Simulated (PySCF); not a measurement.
Species: C₅H₁₁NSi.
Numbering: `[CH2:1]=[N:2][C@@H:3]1[CH2:4][SiH2:5][C@@H:6]1[CH3:7]`

Cartesian coordinates in Å at the GFN2-xTB level; atoms count from 1:
```xyz
18
C5H11NSi angstrom
C      2.356   -0.388    0.803
N      1.344    0.193    0.357
C      0.415   -0.495   -0.476
C      0.245    0.340   -1.765
Si    -1.226    1.266   -0.973
C     -1.016   -0.313    0.093
C     -1.132   -0.288    1.607
H      2.605   -1.439    0.605
H      3.044    0.168    1.425
H      0.707   -1.548   -0.644
H     -0.033   -0.296   -2.603
H      1.143    0.888   -2.038
H     -0.883    2.516   -0.305
H     -2.456    1.376   -1.760
H     -1.637   -1.125   -0.295
H     -0.812   -1.238    2.037
H     -0.508    0.500    2.020
H     -2.164   -0.108    1.902
```

NICS is the negative of the GIAO shielding at a point without a nucleus: at the ring centre (0) and 1 Å above and below it (1); zz is the component along the ring normal. Level: GIAO PBE0/pcSseg-1 (PySCF, non-relativistic, gas phase) on the GFN2-xTB geometry, one conformer.

Ring bond lengths (Å), with Mayer bond orders in brackets: C3–C4 1.545 (0.95), C4–Si5 1.909 (0.93), Si5–C6 1.917 (0.90), C6–C3 1.551 (0.92).

Q: Give the NICS values of each ring in ppm.

A: 
| ring | type | NICS(0) | NICS(1), two faces | NICS(1)zz, two faces | rms pucker (Å) | centre to ring atoms, mean (Å) |
| --- | --- | --- | --- | --- | --- | --- |
| C3–C4–Si5–C6 | 4-membered ring with Si; formal bonds all single | 0.7 | -1.4 / 1.3 | 4.6 / 3.2 | 0.14 | 1.21 |

Q: What can be read from them?

A: 
- C3–C4–Si5–C6: mean NICS(1)zz 3.9 ppm, deshielded. C3, C4, Si5, C6 have four or more neighbours; no verdict on aromaticity is drawn.

Q: At the second NICS(1) probe listed for ring C3–C4–Si5–C6, 1 Å off the ring, how large is the induced field along the normal in 1 T applied along it?

A: NICSzz × B0 = 3.2 ppm × 1 T = 3 μT, along the applied field.

Q: List the ring angles and the Hirshfeld charges of the ring atoms.

A: 
- C3–C4–Si5–C6: C3 98.1° (+0.011 e), C4 90.1° (-0.169 e), Si5 75.4° (+0.336 e), C6 89.6° (-0.108 e); sum 353.1° against 360° for a flat convex ring.

Q: What are the shieldings of the ring atoms and their hydrogens in the same run (means over atoms taken as equivalent)?

A: 
| atoms | environment | σ isotropic (ppm) |
| --- | --- | --- |
| C3 | sp3 carbon bound to nitrogen | 110.9 |
| C4 | sp3 carbon bound to silicon | 167.7 |
| Si5 | SiH2 silicon | 378.0 |
| C6 | sp3 carbon bound to silicon | 156.0 |
| H10 | methine hydrogen | 27.86 |
| H11 | methylene hydrogen | 29.94 |
| H12 | methylene hydrogen | 30.77 |
| H13 | Si–H hydrogen | 26.82 |
| H14 | Si–H hydrogen | 26.87 |
| H15 | methine hydrogen | 29.64 |

Time: 2.0 min wall, 95 s CPU (grids of density and orbitals included); peak memory 0.83 GiB. Hardware: Intel Xeon at 2.50 GHz, one thread, shared host with 64 logical CPUs at a one-minute load of 64. This is the whole shielding run at PBE0/pcSseg-1, SCF included.
